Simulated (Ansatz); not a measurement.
Ansatz (a program for electronic structure) input (CCSD(T)/6-31G):

Ansatz 0.2 input:
```yaml
crystal:
  periodic: [false, false, false]
  atoms:
    - {symbol: C, position_ang: [-1.28869115, -1.21022987, -2.15036105]}
    - {symbol: Si, position_ang: [-1.27523789, -0.28456783, -0.51617551]}
    - {symbol: C, position_ang: [-1.64516375, -1.43767383, 0.91660385]}
    - {symbol: C, position_ang: [-2.47137283, 1.16321643, -0.54557286]}
    - {symbol: Si, position_ang: [0.88498488, 0.55132593, -0.16067258]}
    - {symbol: Cl, position_ang: [2.22241263, -1.03717789, -0.09068317]}
    - {symbol: Cl, position_ang: [0.93617405, 1.53926442, 1.66642456]}
    - {symbol: H, position_ang: [-0.55664050, -2.01973448, -2.14799843]}
    - {symbol: H, position_ang: [-1.05764975, -0.54874951, -2.98760969]}
    - {symbol: H, position_ang: [-2.27388885, -1.64738268, -2.33206479]}
    - {symbol: H, position_ang: [-0.92694165, -2.25845296, 0.95471689]}
    - {symbol: H, position_ang: [-2.64515945, -1.86662365, 0.81427479]}
    - {symbol: H, position_ang: [-1.60037074, -0.90647686, 1.86885560]}
    - {symbol: H, position_ang: [-3.49694125, 0.80707686, -0.67249203]}
    - {symbol: H, position_ang: [-2.25184941, 1.84776409, -1.36723489]}
    - {symbol: H, position_ang: [-2.42467406, 1.72901091, 0.38657854]}
    - {symbol: H, position_ang: [1.43305058, 1.50160746, -1.15277596]}
basis:
  gaussian:
    orbitals: 6-31G
magnetization: {spin_polarized: false}
correlation: {method: ccsd_t, electrons: outside_noble_gas}
```

Output:

```
Functional definition: HF
integrals: 0.16 GiB planned
1261 factors; integrals over basis functions are off by at most 1.8e-4 eV
0.65 GiB of device memory are held for the factors and their scratch space
mean field: 0.73 GiB planned
mean field evaluation 1: about -43975.2341 eV, gradient 3.2e1 eV
mean field evaluation 2: about -43975.2313 eV, gradient 3.2e1 eV
mean field evaluation 4: about -43978.4008 eV, gradient 2.4e0 eV
mean field evaluation 8: about -43978.4241 eV, gradient 3.0e-4 eV
mean field evaluation 16: about -43978.4280 eV, gradient 8.0e-2 eV
mean field -43978.42405568 eV, -1616.1772743999 hartree, gradient 2.5e-6 eV, S^2 0.000000; 1 other end points of the search recorded, 0 dependent functions left out
23 core orbitals not correlated
reference -43978.42405568 eV, -1616.1772743999 hartree; 22, 22 occupied and 54, 54 virtual orbitals, 1261 factors
second order -12.44544355 eV of doubles, -0.00000000 eV of singles
coupled cluster: 0.70 GiB planned
cycle   1  -13.72177231 eV  change    -1.3e0 eV  update   9.9e-2
cycle   2  -14.26430239 eV  change   -5.4e-1 eV  update   3.2e-2
cycle   3  -14.35787932 eV  change   -9.4e-2 eV  update   1.0e-2
cycle   4  -14.36240440 eV  change   -4.5e-3 eV  update   2.5e-3
cycle   5  -14.36269368 eV  change   -2.9e-4 eV  update   6.8e-4
cycle   6  -14.36279496 eV  change   -1.0e-4 eV  update   2.0e-4
cycle   7  -14.36277516 eV  change    2.0e-5 eV  update   5.7e-5
cycle   8  -14.36278057 eV  change   -5.4e-6 eV  update   2.0e-5
perturbative correction -0.32495669 eV, -0.0119419381 hartree
Total energy: -43993.11179294 eV, -1616.7170387884 hartree
```
